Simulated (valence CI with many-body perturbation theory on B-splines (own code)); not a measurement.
**Re4+: what the settings do**

Calculated by valence CI with perturbative core correlation (CI+MBPT): three valence electrons over a frozen Dirac-Fock core [Xe] 4f14, radial functions for each j: 6 s, 6 p, 5 d, 5 f, 1 g, with the one-electron correlation potential Σ1 (screened to all orders), the two-electron term Σ2, the three-electron term Σ3, Breit, model QED; selected single and double excitations, second order for the rest, scaled by the run's own slope (own B-spline code, finite nucleus).

Against 20 measured levels this calculation errs by 769 cm⁻¹ on average and by 1967 at most. Only levels of the ground parity were solved; by the run's estimate the other parity begins above the list, which can be wrong where configurations are misplaced.

The reference run has the lowest level 5d3 4F_3/2 and an ionisation energy of 53.5009 eV. Its largest variational space holds 4871 state functions.

Names give the largest LS component (configuration and term), which can be under half, so a name can repeat, a term be missing and a line seem to break the LS rules; names also repeat where a configuration has a term twice. Letters in brackets count levels of one name in rising energy.

Changed runs:
A. shift of the energy in Σ1 (hartree) 0 → -0.408
B. orbitals per symmetry with explicit Σ2 and valence Breit (the others get mean screening factors) 5 → 2
C. averaging of valence orbitals over low configurations on → off
D. scale of Σ2 1 → 3 (bad on purpose)

Excitation energies of the reference run in cm⁻¹, and shifts in cm⁻¹:

```
                 Level  Reference        A        B        C        D
            5d3 4F_5/2       4709      -10      +55     +9.0     +388
            5d3 4F_7/2       8861      -18      +80     +7.1     +668
            5d3 4F_9/2      11960      -23      +91     -3.2     +636
            5d3 4P_3/2      13091      -26     -149      -53     +440
            5d3 4P_1/2      14950      -29     -167      -45     +136
            5d3 2G_7/2      19399      -38     +147      -27     +858
            5d3 2H_9/2      20192      -37     +153      -23      +60
            5d3 4P_5/2      21461      -38     -146      -24     +438
        5d3 2D_3/2 [a]      23880      -49      -12      -40    +1941
            5d3 2P_1/2      24429      -57      -65      -73    +2128
           5d3 2H_11/2      27444      -48     +187      -38     -293
        5d3 2D_5/2 [a]      29671      -62      +39      -51    +2097
Ionisation energy (eV)    53.5009  -0.1513  +0.1118  +0.0014  +1.7024
```
